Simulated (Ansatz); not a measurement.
`[OH][Sb]([F])[SiH3]` + H–F → `[OH][Sb]([F])[F]` + SiH₄ at 700 K and 1 bar (cleavage of the Sb–Si bond).

Gas-phase electronic energies from Ansatz, PBE0-D4/def2-TZVP geometries. CCSD(T)/CBS is the MP2 limit (def2-TZVPP, def2-QZVPP) plus CCSD(T) − MP2 in def2-TZVPP, frozen cores. This one scheme is used for every species. Elements past krypton have def2 core potentials. For Sb outer-core shells are correlated without core-valence functions, which leaves a few kJ/mol of doubt a bond. Each species was taken in one conformer, which may not be the lowest.

```
              species  CCSD(T)/CBS energy (Eh)  H − E (kJ/mol)  S (J/(mol·K))
`[OH][Sb]([F])[SiH3]`               -706.50690           177.8          469.5
                  H–F               -100.39570            45.2          198.5
   `[OH][Sb]([F])[F]`               -515.46935            97.2          394.7
                 SiH₄               -291.46306           115.5          252.9
```

H − E and S are ideal-gas, rigid-rotor, harmonic terms from PBE0-D4/def2-TZVP, for one conformer and one mirror image of each species. 1 Eh = 2625.50 kJ/mol, R = 8.31446 J/(mol·K).

Q: By hand: ΔE, ΔH, ΔS and ΔG.

A: ΔE = (-515.46935) + (-291.46306) − (-706.50690) − (-100.39570) = -0.02981 Eh = -78.3 kJ/mol. Δ(H − E) = 97.2 + 115.5 − 177.8 − 45.2 = -10.3, so ΔH = -88.6 kJ/mol. ΔS = 394.7 + 252.9 − 469.5 − 198.5 = -20.4 J/(mol·K). ΔG = -88.6 − 700 × (-20.4)/1000 = -74.3 kJ/mol.

Q: By hand: the equilibrium constant, and the temperature at which ΔG would vanish if ΔH and ΔS stayed fixed.

A: log₁₀ K = −ΔG/(RT ln 10) = 5.5. ΔG = 0 at ΔH/ΔS = 4343 K, far beyond where these terms or the molecules hold.

ΔH outweighs TΔS. A doubt of 5 kJ/mol in ΔE shifts log₁₀ K by 0.4 here. Other conformers and mirror images would add mixing entropy, several J/(mol·K) or more a flexible species. These are equilibria of isolated gas molecules and say nothing of rates. Largest T1 diagnostic: 0.015 (customary marks: 0.02 for closed shells, 0.045 for open ones).
